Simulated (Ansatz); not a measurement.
Calculated with Ansatz (gas phase, PBE0-D4/def2-TZVP geometries, no zero-point term in ΔE). CCSD(T)/CBS is the MP2 limit (def2-TZVPP, def2-QZVPP) plus CCSD(T) − MP2 in def2-TZVPP, frozen cores. This one scheme is used for every species. Functionals use def2-TZVPP. For Mg outer-core shells are correlated without core-valence functions, which leaves a few kJ/mol of doubt a bond. One conformer a species, not always the lowest.

Consider the hydrogenolysis of a Mg–O bond: `C[O][Mg][F]` + H₂ → `[F][MgH]` + CH₃OH.

```tsv
level	ΔE (eV)
PBE0-D4	0.86
r2SCAN0-D4	0.96
CAM-B3LYP	0.91
CCSD/def2-TZVPP	0.92
```

(1) What does CCSD(T)/CBS give? (Estimate.)

Largest T1 diagnostic among the species: 0.012.

## Answers

(1) Computed: +1.00 eV. The listed levels differ from it by -0.14, -0.04, -0.09, -0.08 eV.

In def2-TZVPP, CCSD(T) changes the Hartree–Fock value by +0.13 eV (the triples alone add +0.02 eV) and MP2 by +0.26 eV. At CCSD(T), def2-SVP lies +0.09 eV from the extrapolated value and def2-TZVPP −0.07 eV. Leaving LDA and LC-ωPBE aside and taking each functional with its dispersion term where it has one, the values, not all of them listed here, spread over 0.29 eV, from B97M-V to r2SCAN-D4.
